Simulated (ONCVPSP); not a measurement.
Cutoff test, sulfur, ONCV

ONCVPSP 4.0.1 input, shortened (lines: element, Z, core and valence counts, functional; n l f; lmax; l rc ep ncon nbas qcut; lloc lpopt rc5 dvloc0; l nproj debl; icmod fcfact rcfact), revPBE, scalar-relativistic:

```
  S 16.00    1    4  -102130      upf
    1    0    2.00
    2    0    2.00
    2    1    6.00
    3    0    2.00
    3    1    4.00
    2
    0    0.95    0.00    4    7   13.00
    1    0.85    0.00    4    8   19.20
    2    0.95    0.03    3    6   10.70
    4    5    0.80    0.00
    0    3    1.60
    1    2    1.20
    2    2    3.40
    1    0.75    0.00
```

Problem. For each optimised wave give the share of its norm inside rc, the residual kinetic energy above qcut (Ha) and the cutoffs (Ha) for errors of 10, 1, 0.1 and 0.01 mHa per electron.

Solution.

| wave | norm inside rc | residual KE | 10 mHa | 1 mHa | 0.1 mHa | 0.01 mHa |
| --- | --- | --- | --- | --- | --- | --- |
| 2s | 0.973 | 7.8e-08 | 35.6 | 46.0 | 55.3 | 63.6 |
| 3s | 0.091 | 5.1e-06 | 27.2 | 36.9 | 45.5 | 78.8 |
| s projector 3 | 0.051 | 3.8e-06 | 25.1 | 34.6 | 43.9 | 77.5 |
| 2p | 0.947 | 1.4e-07 | 111.5 | 132.6 | 149.8 | 164.2 |
| 3p | 0.042 | 2.6e-07 | 91.8 | 120.7 | 144.1 | 162.8 |
| d projector 1 | 0.000 | 1.0e-07 | 0.0 | 1.4 | 9.6 | 26.4 |
| d projector 2 | 0.170 | 7.2e-04 | 41.7 | 55.2 | 90.1 | 160.0 |

The occupied waves need 133 Ha and 150 Ha for 1 and 0.1 mHa. Rows with under 1 % of the norm inside rc give no meaningful cutoff. Its largest configuration-test error is +661 meV.
